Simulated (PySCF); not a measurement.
**Silver: highly charged ions in a basis for the neutral atom**

Ag⁵⁺ [Kr] 4d6, Ag⁶⁺ [Kr] 4d5. Calculation: PySCF 2.14, in def2-SVP with the def2 core potential (28 electrons) (5s3p2d1f, 31 functions); scalar relativity through the core potential. No spin-orbit coupling, so a gap to NIST mixes the basis error with missing relativistic terms.

Changed run: basis of the neutral atom used for a highly charged ion. This setting is unsound on purpose.

```json
{"species": "Ag⁵⁺", "method": "UHF", "sound run (hartree)": "not run", "changed run (hartree)": "-139.54138", "converged": "yes"}
{"species": "Ag⁵⁺", "method": "TPSS", "sound run (hartree)": "not run", "changed run (hartree)": "-140.06847", "converged": "yes"}
{"species": "Ag⁵⁺", "method": "MN15", "sound run (hartree)": "not run", "changed run (hartree)": "-139.78680", "converged": "yes"}
{"species": "Ag⁶⁺", "method": "UHF", "sound run (hartree)": "not run", "changed run (hartree)": "-136.40227", "converged": "yes"}
{"species": "Ag⁶⁺", "method": "TPSS", "sound run (hartree)": "not run", "changed run (hartree)": "-136.86993", "converged": "yes"}
{"species": "Ag⁶⁺", "method": "MN15", "sound run (hartree)": "not run", "changed run (hartree)": "-136.58519", "converged": "yes"}
```

Ionisation energy of Ag⁵⁺:

```
method  changed run (eV)  NIST (eV)
   UHF            85.419     82 ± 2
  TPSS            87.037     82 ± 2
  MN15            87.120     82 ± 2
```

The contracted functions were made for the neutral atom and can be too rigid for a highly charged ion.
